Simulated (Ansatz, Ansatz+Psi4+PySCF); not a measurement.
```xyz
3

P     0.0000    0.0000    0.0000
O     0.0000    1.4030    0.5769
O     0.0000   -1.3106    0.5388
```

Basis set: cc-pVTZ on O; cc-pV(T+d)Z on P (spherical functions). Left uncorrelated: 7 orbitals. Correlation on ROHF uses semicanonical orbitals with singles. Charge 0, multiplicity 2.

Computed with Ansatz (development build ahead of 0.2.0); each method stands on the lowest determinant of its kind that the runs found.

The atomization energy at this shape (free ground-state atoms in the same class of orbitals less the molecule, no zero-point energy) of doublet PO2:

```csv
method,atomization energy
ROHF-MP2,267.77 kcal/mol
```

Task: What does UHF-MP2 give?

Result: 265.76 kcal/mol.
